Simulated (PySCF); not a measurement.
**Fractional electron number in Tb²⁺ (terbium, charge +2)**

The 4f beta orbital of [Xe] 4f9 is emptied in steps (occupation f), with all orbitals relaxed, ending at [Xe] 4f8. Calculation: PySCF 2.14, in def2-SVP with the def2 core potential (28 electrons); scalar relativity through the core potential. The exact energy is a straight line in f; departures are measured from the line between the end points of the same method.

| f | UHF (eV) |
| --- | --- |
| 1 | 0.000 |
| 0.75 | 1.000 |
| 0.5 | 1.281 |
| 0.25 | 0.923 |
| 0 | 0.000 |

Problem. For UHF, how does the orbital energy at f = 1 compare with the removal energy?

Solution. −ε = 22.960 eV against a total-energy difference of 17.406 eV. By Janak's theorem ε = ∂E/∂f, so the gap between them reflects the curvature. Along the path −ε is 19.913 (f = 0.75), 17.199 (f = 0.5), 14.796 (f = 0.25) eV.

Reference removal energy between the ground levels: 21.82 ± 0.03 eV (semi-empirical (NIST evaluation); NIST Atomic Spectra Database, ionization energies). The calculation has no spin-orbit coupling. The determinant left behind need not be the lowest term of the ion. UHF lacks correlation.
